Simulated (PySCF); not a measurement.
H₄P₂, charge +1, doublet, geometry from GFN2-xTB (a state made from the parent by changing its charge; the spin is typed, not shown lowest); HF/3-21G in PySCF.

The PySCF input:
```python
from pyscf import gto, scf

mol = gto.Mole()
mol.atom = '''
    P    -0.992848   -0.377627   -0.021645
    P     0.992848    0.377627    0.021645
    H    -1.625562    0.270206    1.043135
    H    -1.588321    0.294713   -1.092691
    H     1.588321   -0.294713    1.092691
    H     1.625562   -0.270206   -1.043135
'''
mol.basis = '3-21g'
mol.charge = 1
mol.spin = 1
mol.verbose = 4
mol.symmetry = True
mol.build()

mf = scf.UHF(mol)
mf.irrep_nelec = {'Ag': (6, 6), 'Bg': (2, 2), 'Au': (3, 2), 'Bu': (6, 6)}
mf.kernel()
mf.analyze()
```

Output, abridged:

```
PySCF version 2.14.0

[INPUT] verbose = 4
[INPUT] num. atoms = 6
[INPUT] num. electrons = 33
[INPUT] charge = 1
[INPUT] spin (= nelec alpha-beta = 2S) = 1
[INPUT] symmetry True subgroup None
[INPUT] Mole.unit = angstrom
[INPUT] Symbol           X                Y                Z      unit          X                Y                Z       unit  Magmom
[...]
nuclear repulsion = 91.1273991820294
point group symmetry = C2h
symmetry origin: [0.00000000e+00 3.26536184e-18 0.00000000e+00]
symmetry axis x: [0.96985757 0.24287506 0.01969787]
symmetry axis y: [ 0.24304812 -0.96998975 -0.00689123]
symmetry axis z: [-0.01743302 -0.01147104  0.99978223]
num. orbitals of irrep Ag = 12
num. orbitals of irrep Bg = 5
num. orbitals of irrep Au = 5
num. orbitals of irrep Bu = 12
number of shells = 22
number of NR pGTOs = 66
number of NR cGTOs = 34
basis = 3-21g
ecp = {}

******** <class 'pyscf.scf.uhf_symm.SymAdaptedUHF'> ********
method = SymAdaptedUHF
initial guess = minao
damping factor = 0
level_shift factor = 0
DIIS = <class 'pyscf.scf.diis.CDIIS'>
diis_start_cycle = 1
diis_space = 8
diis_damp = 0
SCF conv_tol = 1e-09
SCF conv_tol_grad = None
SCF max_cycles = 50
direct_scf = True
direct_scf_tol = 1e-13
number electrons alpha = 17  beta = 16
irrep_nelec {'Ag': (6, 6), 'Bg': (2, 2), 'Au': (3, 2), 'Bu': (6, 6)}
Freeze 33 electrons in irreps ['Ag', 'Bg', 'Au', 'Bu']
    0 free electrons in irreps
Set gradient conv threshold to 3.16228e-05
init E= -679.810143034189

cycle= 1 E= -679.626264868661  delta_E= 0.184  |g|= 0.243  |ddm|= 3.48

cycle= 2 E= -679.675640319929  delta_E= -0.0494  |g|= 0.0578  |ddm|= 0.482

cycle= 3 E= -679.679052215416  delta_E= -0.00341  |g|= 0.0223  |ddm|= 0.107

cycle= 4 E= -679.680436948056  delta_E= -0.00138  |g|= 0.0125  |ddm|= 0.0663

cycle= 5 E= -679.681120410913  delta_E= -0.000683  |g|= 0.0044  |ddm|= 0.0668

cycle= 6 E= -679.681217879644  delta_E= -9.75e-05  |g|= 0.00227  |ddm|= 0.024

cycle= 7 E= -679.681257002848  delta_E= -3.91e-05  |g|= 0.00101  |ddm|= 0.0176

cycle= 8 E= -679.681265758765  delta_E= -8.76e-06  |g|= 0.000224  |ddm|= 0.011

cycle= 9 E= -679.681266003557  delta_E= -2.45e-07  |g|= 5.02e-05  |ddm|= 0.00189

cycle= 10 E= -679.681266010417  delta_E= -6.86e-09  |g|= 1.88e-05  |ddm|= 0.000258

cycle= 11 E= -679.681266011651  delta_E= -1.23e-09  |g|= 4.93e-06  |ddm|= 0.000111

cycle= 12 E= -679.681266011735  delta_E= -8.4e-11  |g|= 1.17e-06  |ddm|= 2.22e-05

[...]
converged SCF energy = -679.681266011738  <S^2> = 0.80135804  2S+1 = 2.050715
Total Energy =                        -679.681266011738444
[...]
beta  MO #3 (Bu #2), energy= -7.78670793840819 occ= 1
beta  MO #4 (Ag #2), energy= -7.78577459293657 occ= 1
beta  MO #5 (Bu #3), energy= -5.67321049083973 occ= 1
beta  MO #6 (Ag #3), energy= -5.6726195490073 occ= 1
beta  MO #7 (Bg #1), energy= -5.66807052518434 occ= 1
beta  MO #8 (Ag #4), energy= -5.66806687540313 occ= 1
beta  MO #9 (Au #1), energy= -5.6678840461005 occ= 1
beta  MO #10 (Bu #4), energy= -5.66785000217722 occ= 1
beta  MO #11 (Ag #5), energy= -1.19901743069953 occ= 1
beta  MO #12 (Bu #5), energy= -1.05014287368363 occ= 1
beta  MO #13 (Au #2), energy= -0.800363464165843 occ= 1
beta  MO #14 (Ag #6), energy= -0.754681939420747 occ= 1
beta  MO #15 (Bg #2), energy= -0.735223166252566 occ= 1
beta  MO #16 (Bu #6), energy= -0.646475146893122 occ= 1
beta  MO #17 (Ag #7), energy= -0.328184760057598 occ= 0
beta  MO #18 (Bu #7), energy= -0.100390537548776 occ= 0
beta  MO #19 (Au #3), energy= -0.0300590003247208 occ= 0
beta  MO #20 (Bg #3), energy= -0.00421720548428972 occ= 0
beta  MO #21 (Ag #8), energy= 0.0229881380616375 occ= 0
beta  MO #22 (Bu #8), energy= 0.0324669172338159 occ= 0
beta  MO #23 (Ag #9), energy= 0.314671471133414 occ= 0
beta  MO #24 (Au #4), energy= 0.343740054879859 occ= 0
beta  MO #25 (Bu #9), energy= 0.361645643768621 occ= 0
beta  MO #26 (Bg #4), energy= 0.390727102565074 occ= 0
beta  MO #27 (Bu #10), energy= 0.394806720429602 occ= 0
beta  MO #28 (Ag #10), energy= 0.404404243982435 occ= 0
beta  MO #29 (Ag #11), energy= 0.485867189909186 occ= 0
beta  MO #30 (Bu #11), energy= 0.592978719529125 occ= 0
beta  MO #31 (Bg #5), energy= 1.03552433117817 occ= 0
beta  MO #32 (Ag #12), energy= 1.0402359523893 occ= 0
beta  MO #33 (Bu #12), energy= 1.04777643100749 occ= 0
beta  MO #34 (Au #5), energy= 1.12132950443257 occ= 0
 ** Mulliken pop alpha/beta on meta-lowdin orthogonal AOs **
 ** Mulliken pop       alpha | beta **
[...]
In total            17.00000 | 16.00000
 ** Mulliken atomic charges   ( Nelec_alpha | Nelec_beta ) **
charge of  0P =      0.47730  (     7.29753      7.22517 )
charge of  1P =      0.47730  (     7.29753      7.22517 )
charge of  2H =      0.01135  (     0.60123      0.38741 )
charge of  3H =      0.01135  (     0.60124      0.38741 )
charge of  4H =      0.01135  (     0.60124      0.38741 )
charge of  5H =      0.01135  (     0.60123      0.38741 )

WARN: System has nonzero charge 1; the dipole moment is origin-dependent.
Location of origin: [0. 0. 0.]

Dipole moment(X, Y, Z, Debye):  0.00000,  0.00000,  0.00000
```
